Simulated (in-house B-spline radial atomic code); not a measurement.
What moves the levels of neutral chromium ([Ar] 3d5 4s1)? Computed with an all-electron radial atomic-structure program (B-spline basis): Dirac-Hartree-Fock, average of configuration, Fermi nucleus of rms radius 3.6452 fm.

Baseline run (computed): total energy -1049.5961 hartree, 1s1/2 at -222.1811 hartree, 4s1/2 at -5.7391 eV with <r> = 3.794 bohr.

Scaling the speed of light c (a factor of 100 is close to the non-relativistic limit):

```json
{"c/c0": "0.95", "ΔE (hartree)": "-0.70922", "4s1/2 level (eV)": "-5.74943", "4s1/2 <r> (bohr)": "3.788"}
{"c/c0": "0.98", "ΔE (hartree)": "-0.27041", "4s1/2 level (eV)": "-5.74304", "4s1/2 <r> (bohr)": "3.792"}
{"c/c0": "1.02", "ΔE (hartree)": "0.25435", "4s1/2 level (eV)": "-5.73541", "4s1/2 <r> (bohr)": "3.796"}
{"c/c0": "1.2", "ΔE (hartree)": "1.9934", "4s1/2 level (eV)": "-5.7103", "4s1/2 <r> (bohr)": "3.809"}
{"c/c0": "100", "ΔE (hartree)": "6.4559", "4s1/2 level (eV)": "-5.6469", "4s1/2 <r> (bohr)": "3.843"}
```

Changing the nucleus:

```
                               nucleus   ΔE (eV)
Gaussian nucleus of rms radius 0.01 fm   -0.0747
 Fermi nucleus of rms radius 3.5723 fm  -0.00291
 Fermi nucleus of rms radius 3.7181 fm   0.00297
```

A larger nucleus binds the electrons less, roughly as the density at the nucleus times the change of the nuclear <r²>. A radius of 0.01 fm is nearly a point.

**Question.** The nuclear charge is raised by 0.1. What does the Hellmann-Feynman theorem predict for the energy, and what is found?

**Answer.** dE/dZ ≈ -Σ<1/r>, which is -104.562 at the start and -105.149 at the end; their mean times 0.1 is -10.486 hartree, and the two runs differ by -10.486 hartree.
